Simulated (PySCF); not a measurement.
SeF3, SMILES F[Se](F)F, multiplicity 2.

Geometry: PBE-D3(BJ)/def2-SVP. The multiplicity is an assumed one; other spin states were not compared. The isomer is the one that the SMILES or the coordinates give; other isomers of the formula were not compared.

Computed with PBE-D3(BJ)/def2-SVP (PySCF).

Frequencies are harmonic and unscaled.

```csv
mode,ν (cm⁻¹),IR (km/mol),moving atoms (share of kinetic energy)
1,48,7.6,"F 70 %, Se 30 %"
2,219,10.6,"F 78 %, Se 22 %"
3,325,3.9,F 94 %
4,549,1.9,F 100 %
5,605,189.8,"F 67 %, Se 33 %"
6,671,46.5,"F 81 %, Se 19 %"
```
